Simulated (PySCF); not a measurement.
CH₃OS, SMILES C[S]=O, multiplicity 2.

The structure is a stationary point at ωB97X-D3(BJ)/def2-TZVP. The isomer is the one that the SMILES or the coordinates give; other isomers of the formula were not compared.

Calculation: TDA-CAM-B3LYP/def2-SVPD in PySCF.

Vertical excitations. 

```tsv
state	energy (eV)	λ (nm)	f	main pairs
root 1	2.33	531	0.001	β HOMO→LUMO 97 %
root 2	5.21	238	0.000	α HOMO→LUMO+1 60 %, α HOMO→LUMO 21 %, α HOMO→LUMO+5 10 %
root 3	5.29	234	0.048	β HOMO−1→LUMO 88 %
root 4	5.49	226	0.000	β HOMO−2→LUMO 88 %
root 5	6.10	203	0.006	α HOMO→LUMO 62 %, α HOMO→LUMO+1 22 %
root 6	6.31	197	0.001	α HOMO−1→LUMO+1 23 %, α HOMO−1→LUMO 8 %, β HOMO→LUMO+2 38 %, β HOMO→LUMO+6 9 %, β HOMO→LUMO+1 8 %
root 7	6.31	197	0.007	α HOMO→LUMO+2 76 %
root 8	7.10	175	0.028	α HOMO−1→LUMO+1 43 %, β HOMO→LUMO+2 35 %
root 9	7.11	174	0.002	β HOMO−3→LUMO 94 %
root 10	7.18	173	0.002	α HOMO−1→LUMO+2 10 %, α HOMO−1→LUMO 10 %, α HOMO−1→LUMO+1 6 %, α HOMO−1→LUMO+6 5 %, β HOMO→LUMO+1 32 %, β HOMO→LUMO+3 13 %, β HOMO→LUMO+2 7 %, β HOMO→LUMO+7 6 %
```
Unrestricted roots are not spin-pure.
